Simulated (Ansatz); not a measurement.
This geometry of BClFH + ClH (6 atoms, charge 0, multiplicity 1) is a first-order saddle point.

All numbers below come from RKS PBE/def2-SVP (Ansatz 0.2.0).

```xyz
6
Properties=species:S:1:pos:R:3
B 0.100 0.256 0.001
F 0.119 -0.145 1.522
Cl 1.528 -0.368 -0.833
H -1.004 0.105 -0.461
Cl 0.301 2.183 0.596
H 0.236 1.008 1.651
```

(1) Which two structures does it join? (They come from a converged band through this point; their orientation in space is the band's.)

(2) How far does it lie above each of them?

Results:

(1) Bonds broken: B1–F2, Cl5–H6. Bonds formed: B1–Cl5, F2–H6. BClFH + ClH becomes BCl2H + FH.

First end point:

```xyz
6
Properties=species:S:1:pos:R:3
B 0.052 -0.324 -0.100
F 0.115 -0.485 1.222
Cl 1.492 -0.639 -1.046
H -0.993 -0.020 -0.622
Cl 0.348 2.766 1.116
H 0.267 1.741 1.908
```

Last end point:

```xyz
6
Properties=species:S:1:pos:R:3
B 0.130 0.514 -0.342
F 0.092 -0.169 1.978
Cl 1.504 -0.375 -0.951
H -0.995 0.110 -0.490
Cl 0.366 2.191 0.226
H 0.184 0.766 2.055
```

(2) 82.3 kJ/mol above the first and 21.7 kJ/mol above the second. This is the barrier of this one path; another mechanism may lie lower. The orbitals stay closed-shell, which can raise the energy where a bond breaks towards radicals; this wasn't checked here.

Run time: 3.1 min on 1 thread of Arm Neoverse V2, on a shared host, peak memory 0.094 GiB.
